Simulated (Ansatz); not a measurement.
```yaml
crystal:
  periodic: [false, false, false]
  atoms:
    - {symbol: Os, position_ang: [-0.000003, 0.000003, 0.000002]}
    - {symbol: O, position_ang: [0.011939, -0.020333, 1.895469]}
    - {symbol: O, position_ang: [1.783156, 0.011839, -0.643042]}
    - {symbol: O, position_ang: [-0.901832, 1.551926, -0.609583]}
    - {symbol: O, position_ang: [-0.893261, -1.543424, -0.642835]}
basis:
  gaussian: {orbitals: def2-TZVP}
hamiltonian: {xc: {name: CAM-B3LYP}}
```

```sh
$ ansatz run in.yaml --threads 2 --pin off --events-out ev --progress --plain --max-ram 4352MiB
```

It prints (some lines left out):

```
Functional definition: CAM-B3LYP
983 factors; their error is unknown
198 factors; integrals over basis functions are off by at most 1.2e-4 eV
mean field evaluation 1: about -10606.2353 eV, gradient 1.6e2 eV
mean field evaluation 2: about -10337.4210 eV, gradient 4.0e2 eV
mean field evaluation 4: about -10650.1011 eV, gradient 2.8e1 eV
mean field evaluation 8: about -10651.3434 eV, gradient 4.1e-1 eV
mean field evaluation 16: about -10651.3657 eV, gradient 1.2e-4 eV
mean field -10651.36566288 eV, -391.4304683558 hartree, gradient 4.5e-5 eV, S^2 0.000000; 0 other end points of the search recorded, 0 dependent functions left out
reference -10651.36577886 eV, -391.4304726179 hartree; 24, 24 occupied and 140, 140 virtual orbitals, 983 factors
Total energy: -10651.36577886 eV, -391.4304726179 hartree
```

It took 3 s on 2 threads of Arm Neoverse V2 on a shared host.

In the def2 sets Os takes a core potential; there is no spin–orbit coupling. The restricted singlet is unstable towards broken spin symmetry in Hartree–Fock (as tested in another run); at RKS CAM-B3LYP/def2-TZVP this wasn't settled.
